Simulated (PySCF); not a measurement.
Ga(Cl) cation (ClGa), SMILES [Cl][Ga] (connectivity only; charge and spin as stated), charge +1, multiplicity 2. The structure is a stationary point at PBE0-D3(BJ)/def2-TZVP. The multiplicity is an assumed one; other spin states were not compared.

Method: PBE0-D3(BJ)/def2-TZVP run with PySCF.

Harmonic wavenumbers (cm⁻¹): 426. Rotational constants (GHz): 4.930 (linear); symmetry number 1.

Task: Work out the zero-point energy and the ideal-gas rigid-rotor harmonic-oscillator thermochemistry at 298.15 K and 1 atm.

Result: ZPE = ½ Σ hcν = ½ × 426 cm⁻¹ = 2.55 kJ/mol. H − E(el) = 11.97 kJ/mol. Entropy in J/(mol K): translation 166.81, rotation 67.67, vibration 3.65, spin 5.76, total 243.90. G − E(el) = -60.75 kJ/mol. Cp = 35.02 J/(mol K).
